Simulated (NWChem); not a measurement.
## Basis-set convergence for H₃BOS₂

```xyz
7

B     -0.0040    -0.3969     0.0000
O      0.0017    -1.7506     0.0000
H     -0.8655    -2.1641     0.0000
S     -1.4992     0.6531     0.0000
H     -2.4197    -0.3366     0.0000
S      1.6310     0.3981     0.0000
H      1.1825     1.6707     0.0000
```
Charge 0, spin multiplicity 1.

Program: NWChem. All single points use one geometry, from PBE0/def2-SVP, a minimum by its harmonic frequencies. It is one conformer; others weren't searched.

Quantity: dipole moment at the level PBE0.

The Pople sets run with spherical d functions. The structure started from a generated list of species.

```tsv
basis	functions	dipole moment (D)
6-31G*	70	…
def2-SVP	79	…
cc-pVDZ	79	2.45
def2-SVPD	121	2.25
6-311++G**	125	2.49
aug-cc-pVDZ	127	2.22
aug-pcseg-1	127	2.25
def2-TZVP	154	2.29
pcseg-2	170	…
def2-TZVPP	188	2.24
```

Problem. Some entries are withheld; supply them.

Solution. 
- 6-31G*, dipole moment (D): 2.64
- def2-SVP, dipole moment (D): 2.53
- pcseg-2, dipole moment (D): 2.35
